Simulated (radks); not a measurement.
Question: The aluminium ion Al8+, configuration [He] 2s2 2p1. Method: scalar-relativistic Kohn-Sham, r2SCAN, spin-polarised, spherical densities, finite nucleus; open shells are filled with parallel spins first; meta-GGA in the generalised Kohn-Sham scheme; Fermi nuclear charge, rms radius 3.061 fm; computed with a radial shooting solver on a logarithmic mesh with Libxc functionals. Some entries of the table are withheld. Estimate them.

orbital,occ.,eigenvalue (eV),<1/r> (bohr^-1)
1s up,1,-1824.153,(1)
1s down,1,-1820.720,(2)
2s up,1,-339.3811,2.764
2s down,1,-332.1387,2.724
2p up,1,(3),2.678
2p down,0,(4),2.648

Answer: 
(1) 1s up <1/r> (bohr^-1): 12.68
(2) 1s down <1/r> (bohr^-1): 12.70
(3) 2p up eigenvalue (eV): -308.0103
(4) 2p down eigenvalue (eV): -299.5390
